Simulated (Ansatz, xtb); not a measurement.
## Two isomers of C5H3NOSe

Structure I: `N#Cc1ccoc1[SeH]`, a singlet. Structure II: `N#Cc1ccc(O)[se]1`, a singlet. Both are isolated molecules in the gas phase, relaxed with B3LYP/def2-SVP; the shapes shown needn't be the lowest conformers.

I (Å):

```json
{"atom": "C", "x (Å)": "0.1868", "y (Å)": "-0.5918", "z (Å)": "-3.3001"}
{"atom": "C", "x (Å)": "0.4582", "y (Å)": "-1.4670", "z (Å)": "-2.2151"}
{"atom": "C", "x (Å)": "0.5298", "y (Å)": "-2.9108", "z (Å)": "-2.2288"}
{"atom": "C", "x (Å)": "0.8147", "y (Å)": "-3.2848", "z (Å)": "-0.9547"}
{"atom": "C", "x (Å)": "0.7114", "y (Å)": "-1.0911", "z (Å)": "-0.9068"}
{"atom": "N", "x (Å)": "-0.0333", "y (Å)": "0.1433", "z (Å)": "-4.1734"}
{"atom": "O", "x (Å)": "0.9251", "y (Å)": "-2.1818", "z (Å)": "-0.1507"}
{"atom": "Se", "x (Å)": "0.8110", "y (Å)": "0.5772", "z (Å)": "-0.0150"}
{"atom": "H", "x (Å)": "0.3836", "y (Å)": "-3.5574", "z (Å)": "-3.0903"}
{"atom": "H", "x (Å)": "0.9658", "y (Å)": "-4.2435", "z (Å)": "-0.4673"}
{"atom": "H", "x (Å)": "0.5168", "y (Å)": "1.3254", "z (Å)": "-1.2523"}
```

II (Å):

```xyz
11

C     1.3915   -0.3718   -3.9476
C     0.9503   -1.0020   -2.7625
C     1.2171   -2.2811   -2.3241
C     0.6356   -2.6524   -1.0820
C    -0.1194   -1.6696   -0.4878
N     1.7459    0.1630   -4.9194
O    -0.7532   -1.8160    0.6865
Se   -0.1602   -0.0829   -1.5228
H     1.8414   -2.9599   -2.9084
H     0.7639   -3.6312   -0.6182
H    -1.2312   -1.0159    0.9402
```

Quicker runs give these differences E(II) − E(I): GFN2-xTB +7.6 kcal/mol; HF/STO-3G +7.8 kcal/mol (at GFN2-xTB geometries); r2SCAN-D4/def2-SVP −5.2 kcal/mol (at GFN2-xTB geometries).

Task: Estimate E(II) − E(I) at the level CCSD(T)/def2-SVP + ΔMP2/def2-TZVPP.

Result: Calculated at CCSD(T)/def2-SVP + ΔMP2/def2-TZVPP: E(II) − E(I) = −6.4 kcal/mol, so structure II lies lower.

How the difference moves with the method:

| level | geometry | E(II) − E(I) (kcal/mol) | departure from the last row (kcal/mol) | job, with rough time for the two |
| --- | --- | --- | --- | --- |
| GFN2-xTB | GFN2-xTB | +7.6 | +14.0 | optimisation, 0.27 s |
| HF/STO-3G | GFN2-xTB | +7.8 | +14.2 | single point, 0.56 s |
| r2SCAN-D4/def2-SVP | GFN2-xTB | −5.2 | +1.3 | single point, 4.7 s |
| B3LYP/def2-SVP | B3LYP/def2-SVP | −2.5 | +3.9 | optimisation, 36 s |
| HF/def2-SVP | B3LYP/def2-SVP | +0.3 | +6.7 | part of the CCSD(T) run |
| MP2/def2-SVP | B3LYP/def2-SVP | −2.8 | +3.6 | part of the CCSD(T) run |
| CCSD(T)/def2-SVP | B3LYP/def2-SVP | −1.3 | +5.2 | single point |
| CCSD(T)/def2-SVP + ΔMP2/def2-TZVPP | B3LYP/def2-SVP | −6.4 |  | single point, 1.9 min |

As drawn, II has 1 C–O, 2 C∷Se, 1 O–H in place of 2 C∷O, 1 C–Se, 1 Se–H (∷ is an aromatic bond).

GFN2-xTB, HF/STO-3G put the two in the other order. HF/def2-SVP finds them nearly level. The largest departure from CCSD(T)/def2-SVP + ΔMP2/def2-TZVPP is that of HF/STO-3G, 14.2 kcal/mol. The last row adds to CCSD(T) the change of the MP2 difference between the two basis sets, here −5.2 kcal/mol, a large step that makes the value less sure.

With thermal terms from frequencies at re-optimised GFN2-xTB minima (ideal gas, soft modes damped towards free rotors, one conformer each, 298.15 K, 1 atm): the zero-point term adds +1.2 kcal/mol; ΔH is −5.2 and ΔG −5.1 kcal/mol.

The correlated steps freeze 16 core orbitals; the filled d shell of Se is correlated, in a basis made for valence electrons. Run with Ansatz 0.2.0, xtb 6.7.1; the last row on 4 threads of Arm Neoverse V1 on a shared host.
